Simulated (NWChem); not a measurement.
All runs are NWChem calculations. System: H₆B₂, charge 0, spin multiplicity 1, at a geometry optimised with B3LYP/def2-SVP. The structure started from a generated list of species. Level: CCSD(T)/cc-pVDZ, 2 core orbitals frozen.

Part of the output:

```
             Northwest Computational Chemistry Package (NWChem) 7.3.0
             --------------------------------------------------------

                                NWChem Input Module
                                -------------------

 Scaling coordinates for geometry "geometry" by  1.889725989
 (inverse scale =  0.529177249)

 Turning off AUTOSYM since
 SYMMETRY directive was detected!

                             Geometry "geometry" -> ""
                             -------------------------

 Output coordinates in angstroms (scale by  1.889725989 to convert to a.u.)

  No.       Tag          Charge          X              Y              Z
 ---- ---------------- ---------- -------------- -------------- --------------
    1 B                    5.0000     0.00000000     0.00000000     0.88853300
    2 B                    5.0000     0.00000000     0.00000000    -0.88853300
    3 H                    1.0000     0.00000000    -0.98832800     0.00000000
    4 H                    1.0000     1.04936100     0.00000000     1.47347800
    5 H                    1.0000    -1.04936100     0.00000000     1.47347800
    6 H                    1.0000     0.00000000     0.98832800     0.00000000
    7 H                    1.0000     1.04936100     0.00000000    -1.47347800
    8 H                    1.0000    -1.04936100     0.00000000    -1.47347800

 Effective nuclear repulsion energy (a.u.)      31.7896694091

            Nuclear Dipole moment (a.u.)
            ----------------------------
        X                 Y               Z
 ---------------- ---------------- ----------------
     0.0000000000     0.0000000000     0.0000000000

      Symmetry information
      --------------------

 Group name             D2h
 Group number             26
 Group order               8
 No. of unique centers     3

      Symmetry unique atoms

     1    3    4


 Summary of "ao basis" -> "" (spherical)
 ------------------------------------------------------------------------------
       Tag                 Description            Shells   Functions and Types
 ---------------- ------------------------------  ------  ---------------------
 *                          cc-pvdz                   on all atoms

 Summary of "ao basis" -> "ao basis" (spherical)
 ------------------------------------------------------------------------------
       Tag                 Description            Shells   Functions and Types
 ---------------- ------------------------------  ------  ---------------------
 B                          cc-pvdz                  6       14   3s2p1d
 H                          cc-pvdz                  3        5   2s1p

                                 NWChem SCF Module
                                 -----------------

  ao basis        = "ao basis"
  functions       =    58
  atoms           =     8
  closed shells   =     8
  open shells     =     0
  charge          =   0.00
  wavefunction    = RHF
  use symmetry    = T
  symmetry adapt  = T

 Summary of "ao basis" -> "ao basis" (spherical)
 ------------------------------------------------------------------------------
       Tag                 Description            Shells   Functions and Types
 ---------------- ------------------------------  ------  ---------------------
 B                          cc-pvdz                  6       14   3s2p1d
 H                          cc-pvdz                  3        5   2s1p

      Symmetry analysis of basis
      --------------------------

        ag         14
        au          2
        b1g         3
        b1u        12
        b2g         7
        b2u         7
        b3g         5
        b3u         8

 Forming initial guess at       0.1s

      Superposition of Atomic Density Guess
      -------------------------------------

 Sum of atomic energies:         -52.06156741

      Non-variational initial energy
      ------------------------------

 Total energy =     -53.286552
 1-e energy   =    -130.002709
 2-e energy   =      44.926487
 HOMO         =      -0.379754
 LUMO         =      -0.003260

      Symmetry analysis of molecular orbitals - initial
      -------------------------------------------------

  Numbering of irreducible representations:
[...]
   8     -0.2582870152  5.838D-07  9.117D-06     2.47     0.00     2.42
   9     -0.2582872433 -2.281D-07  2.841D-06     2.43     0.00     2.38
  10     -0.2582872824 -3.910D-08  5.197D-07     2.35     0.00     2.31
                  *************converged*************
-------------------------------------------------------------------------

 -----------
 CCSD Energy
 -----------
 Reference energy:             -52.815805268483331
 CCSD corr. energy:             -0.258287282400222
 Total CCSD energy:            -53.074092550883556

 --------------------------------
 Spin Component Scaled (SCS) CCSD
 --------------------------------
 Same spin contribution:                 -0.034949663855572
 Same spin scaling factor:                1.130000000000000
 Opposite spin contribution:             -0.223337618544650
 Opposite spin scaling fact.:             1.270000000000000
 SCS-CCSD correlation energy:            -0.323131895708502
 Total SCS-CCSD energy:                 -53.138937164191830
 memory            104850492

*********triples calculation*********

nkpass=    1; nvpass=    1; memdrv=          87550; memtrn=         660329; memavail=      104850180
 memory available/node                      104850180
 total number of virtual orbitals        50
 number of virtuals per integral pass    50
 number of integral evaluations           1
 number of occupied per triples pass      6
 number of triples passes                 1

 commencing integral evaluation        1 at          25.85
  symmetry use  T
task         3 out of       465 done   0%  at       0.0 secs
task        31 out of       465 done   6%  at       0.0 secs
task        47 out of       465 done  10%  at       0.1 secs
task        70 out of       465 done  15%  at       0.1 secs
task        94 out of       465 done  20%  at       0.2 secs
task       117 out of       465 done  25%  at       0.2 secs
task       141 out of       465 done  30%  at       0.3 secs
task       164 out of       465 done  35%  at       0.3 secs
task       201 out of       465 done  43%  at       0.4 secs
task       221 out of       465 done  47%  at       0.4 secs
task       234 out of       465 done  50%  at       0.4 secs
task       264 out of       465 done  56%  at       0.4 secs
task       279 out of       465 done  60%  at       0.4 secs
task       309 out of       465 done  66%  at       0.5 secs
task       336 out of       465 done  72%  at       0.5 secs
task       350 out of       465 done  75%  at       0.5 secs
task       376 out of       465 done  80%  at       0.5 secs
task       397 out of       465 done  85%  at       0.5 secs
task       431 out of       465 done  92%  at       0.5 secs
task       442 out of       465 done  95%  at       0.5 secs
task       465 out of       465 done 100%  at       0.6 secs
 commencing triples evaluation - blocking       1
 ccsd(t): done        1 out of       50 progress:    2.0%
 ccsd(t): done        2 out of       50 progress:    4.0%
 ccsd(t): done        3 out of       50 progress:    6.0%
 ccsd(t): done        4 out of       50 progress:    8.0%
 ccsd(t): done        5 out of       50 progress:   10.0%
 ccsd(t): done        6 out of       50 progress:   12.0%
 ccsd(t): done        7 out of       50 progress:   14.0%
 ccsd(t): done        8 out of       50 progress:   16.0%
 ccsd(t): done        9 out of       50 progress:   18.0%
 ccsd(t): done       10 out of       50 progress:   20.0%
 ccsd(t): done       11 out of       50 progress:   22.0%
 ccsd(t): done       12 out of       50 progress:   24.0%
 ccsd(t): done       13 out of       50 progress:   26.0%
 ccsd(t): done       14 out of       50 progress:   28.0%
 ccsd(t): done       15 out of       50 progress:   30.0%
 ccsd(t): done       16 out of       50 progress:   32.0%
 ccsd(t): done       17 out of       50 progress:   34.0%
 ccsd(t): done       18 out of       50 progress:   36.0%
 ccsd(t): done       19 out of       50 progress:   38.0%
 ccsd(t): done       20 out of       50 progress:   40.0%
 ccsd(t): done       21 out of       50 progress:   42.0%
 ccsd(t): done       22 out of       50 progress:   44.0%
 ccsd(t): done       23 out of       50 progress:   46.0%
 ccsd(t): done       24 out of       50 progress:   48.0%
 ccsd(t): done       25 out of       50 progress:   50.0%
 ccsd(t): done       26 out of       50 progress:   52.0%
 ccsd(t): done       27 out of       50 progress:   54.0%
 ccsd(t): done       28 out of       50 progress:   56.0%
 ccsd(t): done       29 out of       50 progress:   58.0%
 ccsd(t): done       30 out of       50 progress:   60.0%
 ccsd(t): done       31 out of       50 progress:   62.0%
 ccsd(t): done       32 out of       50 progress:   64.0%
 ccsd(t): done       33 out of       50 progress:   66.0%
 ccsd(t): done       34 out of       50 progress:   68.0%
 ccsd(t): done       35 out of       50 progress:   70.0%
 ccsd(t): done       36 out of       50 progress:   72.0%
 ccsd(t): done       37 out of       50 progress:   74.0%
 ccsd(t): done       38 out of       50 progress:   76.0%
 ccsd(t): done       39 out of       50 progress:   78.0%
 ccsd(t): done       40 out of       50 progress:   80.0%
 ccsd(t): done       41 out of       50 progress:   82.0%
 ccsd(t): done       42 out of       50 progress:   84.0%
 ccsd(t): done       43 out of       50 progress:   86.0%
 ccsd(t): done       44 out of       50 progress:   88.0%
 ccsd(t): done       45 out of       50 progress:   90.0%
 ccsd(t): done       46 out of       50 progress:   92.0%
 ccsd(t): done       47 out of       50 progress:   94.0%
 ccsd(t): done       48 out of       50 progress:   96.0%
 ccsd(t): done       49 out of       50 progress:   98.0%
 ccsd(t): done       50 out of       50 progress:  100.0%
 Time for integral evaluation pass     1        0.61
 Time for triples evaluation pass      1        0.62

 pseudo-e(mp4)  -0.63539546985180E-02
 pseudo-e(mp5)   0.14721662710751E-03
        e(t)    -0.62067380714105E-02

 --------------
 CCSD(T) Energy
 --------------
 Reference energy:                     -52.815805268483331

 CCSD corr. energy:                     -0.258287282400222
 T(CCSD) corr. energy:                  -0.006353954698518
 Total CCSD+T(CCSD) energy:            -53.080446505582074

 CCSD corr. energy:                     -0.258287282400222
 (T) corr. energy:                      -0.006206738071410
 Total CCSD(T) energy:                 -53.080299288954961

 routine      calls  cpu(0)   cpu-min  cpu-ave  cpu-max   i/o
 aoccsd          1     0.00     0.00     0.00     0.00    0.00
 iterdrv         1     0.01     0.01     0.01     0.01    0.00
 pampt          10     0.04     0.04     0.04     0.04    0.00
 t2pm           10     0.06     0.06     0.06     0.06    0.00
 sxy            10     0.44     0.44     0.44     0.44    0.00
 ints      2162250    19.73    19.73    19.73    19.73    0.00
 t2eri        4650     3.13     3.13     3.13     3.13    0.00
 idx2         4650     0.54     0.54     0.54     0.54    0.00
 idx34          10     0.02     0.02     0.02     0.02    0.00
 ht2pm          10     0.08     0.08     0.08     0.08    0.00
 itm            10     0.30     0.30     0.30     0.30    0.00
 pdiis          10     0.02     0.02     0.02     0.02    0.00
 triples         1     0.00     0.00     0.00     0.00    0.00
 rdtrpo          1     0.00     0.00     0.00     0.00    0.00
 trpmos          1     0.61     0.61     0.61     0.61    0.00
 trpdrv          1     0.11     0.11     0.11     0.11    0.00
 dovvv       12600     0.24     0.24     0.24     0.24    0.00
 doooo       12600     0.05     0.05     0.05     0.05    0.00
 tengy       10800     0.21     0.21     0.21     0.21    0.00
 Total                25.60    25.60    25.60    25.60    0.00

 Task  times  cpu:       27.4s     wall:       27.4s

 Total times  cpu:       27.5s     wall:       27.5s
```

Question: Write an NWChem input that would produce this output.

Answer: This is not unique; one that fits is 
```
start mol
memory heap 100 mb stack 700 mb global 1900 mb
geometry units angstroms nocenter noautoz
  B      0.000000     0.000000     0.888533
  B      0.000000     0.000000    -0.888533
  H      0.000000    -0.988328     0.000000
  H      1.049361     0.000000     1.473478
  H     -1.049361     0.000000     1.473478
  H      0.000000     0.988328     0.000000
  H      1.049361     0.000000    -1.473478
  H     -1.049361     0.000000    -1.473478
  symmetry group D2h
end
basis spherical
  * library cc-pvdz
end
scf
  rhf
  nopen 0
  maxiter 100
  thresh 1e-7
  semidirect memsize 60000000 filesize 0
end
ccsd
  freeze core 2
  maxiter 60
end
task ccsd(t) energy
```
